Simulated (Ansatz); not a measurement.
CH6OSSi2, SMILES `O=C[SiH]([SiH3])S`, relaxed with RKS PBE-D4/def2-SVP in Ansatz 0.2.0 from a rough embedded geometry. The force threshold is 0.03 eV/Å; the program also tests the step.

Charge 0, multiplicity 1.

Start:

```xyz
11

O     1.166    1.588    1.220
C     1.070    0.436    1.435
Si    0.526   -0.616    0.026
Si   -1.688   -0.090   -0.460
S     1.832   -0.408   -1.667
H     1.275   -0.061    2.412
H     0.523   -2.102    0.415
H    -2.241   -0.956   -1.499
H    -2.562   -0.128    0.730
H    -1.760    1.378   -0.994
H     1.858    0.960   -1.619
```

```
         step  energy (eV)  largest force (eV/Å)  largest move (Å)
            1  -29745.0063                 4.245             0.000
            2  -29745.2658                 0.842             0.152
 3 (rejected)  -29745.1792                 3.215             0.195
            4  -29745.3518                 0.182             0.097
            5  -29745.3608                 0.139             0.065
            6  -29745.3705                 0.722             0.146
            7  -29745.3832                 0.549             0.045
            8  -29745.4021                 0.608             0.164
            9  -29745.4191                 0.291             0.200
10 (rejected)  -29745.4022                 0.526             0.200
           11  -29745.4284                 0.435             0.098
           12  -29745.4384                 0.283             0.099
           13  -29745.4441                 0.188             0.041
           14  -29745.4461                 0.460             0.089
           15  -29745.4488                 0.241             0.014
           16  -29745.4506                 0.050             0.065
           17  -29745.4511                 0.032             0.033
           18  -29745.4514                 0.008             0.010
```

End:

```xyz
11

O     2.012    1.357    1.017
C     1.150    0.534    1.272
Si    0.436   -0.649   -0.114
Si   -1.842   -0.154   -0.459
S     1.651   -0.145   -1.810
H     0.740    0.456    2.326
H     0.593   -2.067    0.380
H    -2.372   -0.972   -1.606
H    -2.649   -0.461    0.776
H    -1.974    1.308   -0.787
H     2.254    0.793   -0.995
```

It took 14 s on 4 threads of an Intel Xeon Platinum 8488C on a shared host, with 0.18 GiB of host memory at the peak.
